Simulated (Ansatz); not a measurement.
A set of 12 reactions (redistribution), with CCSD(T)/CBS values in kJ/mol:

```json
{"reaction": "`[OH][GeH2][SiH2]S` + `BCCB` → `S[SiH2][GeH3]` + `BCCBO`", "ΔE": "-108.6"}
{"reaction": "`[BH2][GaH][OH]` + `NC[SiH2][GeH3]` → `B[SiH2]CN` + `[OH][GaH][GeH3]`", "ΔE": "-12.6"}
{"reaction": "`C[NH][SnH]([Cl])[O]C` + `OBCBr` → `C[O][SnH]([OH])[Cl]` + `CNBCBr`", "ΔE": "-29.8"}
{"reaction": "`[GaH2][NH][SiH2][SiH2][GeH3]` + `B[SiH2][SiH3]` → `[SiH3][SiH2][SiH2][SiH2][GeH3]` + `B[NH][GaH2]`", "ΔE": "-110.4"}
{"reaction": "`[OH][GeH2][SiH2]S` + `[F][Ge][Br]` → `[F][GeH2][SiH2]S` + `[OH][Ge][Br]`", "ΔE": "-8.6"}
{"reaction": "`[Cl][Zr]([Cl])([Cl])[Cl]` + `CCO[SiH2]N` → `[NH2][Zr]([Cl])([Cl])[Cl]` + `CCO[SiH2]Cl`", "ΔE": "40.8"}
{"reaction": "`OB(F)[SiH3]` + `[CH3][AlH][O][SiH2][SiH3]` → `OB(F)[SiH2][SiH3]` + `[CH3][AlH][O][SiH3]`", "ΔE": "-13.7"}
{"reaction": "`CC(C)[O][Cd][O]C(C)C` + `NB(N)O` → `CC(C)[O][Cd][OH]` + `CC(C)OB(N)N`", "ΔE": "2.2"}
{"reaction": "`[BH2][GaH][F]` + `FCCC[SiH3]` → `[BH2][GaH][CH2]CF` + `FC[SiH3]`", "ΔE": "172.5"}
{"reaction": "`[SiH3][SnH3]` + `S=C[SiH2]S` → `S=C[SiH2][SnH3]` + `[SiH3]S`", "ΔE": "3.9"}
{"reaction": "`OB(F)[SiH3]` + `C[O][In]([F])[Cl]` → `[F][In]([Cl])[O][SiH3]` + `CB(O)F`", "ΔE": "-240.1"}
{"reaction": "`[SiH3][SnH3]` + `CCOBO` → `C[SiH2][SnH3]` + `COBO`", "ΔE": "-26.4"}
```

Program: Ansatz. Geometries: PBE0-D4/def2-TZVP. ΔE: electronic, gas phase. CCSD(T)/CBS is the MP2 limit (def2-TZVPP, def2-QZVPP) plus CCSD(T) − MP2 in def2-TZVPP, frozen cores. DFT in def2-TZVPP. B3LYP here is the variant with VWN-RPA as its local correlation; programs differ in this. Elements past krypton have def2 core potentials. For Br, Cd, Ga, Ge, In, Sn, Zr outer-core shells are correlated without core-valence functions, which leaves a few kJ/mol of doubt a bond. Scalar relativity is left out up to krypton. Each species was taken in one conformer, which may not be the lowest.

Q: Give the mean, mean absolute and largest difference (level minus CCSD(T)/CBS, kJ/mol) for: PBE0-D4, B3LYP-D4, ωB97X-V, ωB97M-V, PBE, MP2/def2-TZVPP, SCS-MP2/def2-TZVPP, CCSD/def2-TZVPP, CCSD(T)/def2-TZVPP, HF/def2-QZVPP, MP2/def2-QZVPP, SCS-MP2/def2-QZVPP, HF/CBS(def2), MP2/CBS(def2). (An estimate is asked.)

A: Computed: 
```json
{"level": "PBE0-D4", "mean": "0.7", "mean absolute": "3.8", "largest": "16.6"}
{"level": "B3LYP-D4", "mean": "-0.9", "mean absolute": "3.5", "largest": "-11.6"}
{"level": "ωB97X-V", "mean": "0.0", "mean absolute": "2.5", "largest": "9.5"}
{"level": "ωB97M-V", "mean": "-0.7", "mean absolute": "1.3", "largest": "-3.5"}
{"level": "PBE", "mean": "0.6", "mean absolute": "6.8", "largest": "32.8"}
{"level": "MP2/def2-TZVPP", "mean": "0.7", "mean absolute": "4.0", "largest": "13.4"}
{"level": "SCS-MP2/def2-TZVPP", "mean": "-0.3", "mean absolute": "2.4", "largest": "7.7"}
{"level": "CCSD/def2-TZVPP", "mean": "-1.0", "mean absolute": "2.7", "largest": "-10.4"}
{"level": "CCSD(T)/def2-TZVPP", "mean": "0.3", "mean absolute": "1.5", "largest": "3.5"}
{"level": "HF/def2-QZVPP", "mean": "-5.9", "mean absolute": "11.1", "largest": "-50.8"}
{"level": "MP2/def2-QZVPP", "mean": "0.5", "mean absolute": "4.0", "largest": "14.2"}
{"level": "SCS-MP2/def2-QZVPP", "mean": "-0.6", "mean absolute": "2.4", "largest": "9.5"}
{"level": "HF/CBS(def2)", "mean": "-5.9", "mean absolute": "11.2", "largest": "-50.7"}
{"level": "MP2/CBS(def2)", "mean": "0.4", "mean absolute": "4.1", "largest": "14.6"}
```

The largest T1 diagnostic in the set is 0.016, for `C[O][In]([F])[Cl]` (customary mark 0.02).

CCSD(T)/CBS is a level of theory with its own doubt, and the functionals carry their triple-zeta basis error, so these figures describe this set and don't rank the functionals.
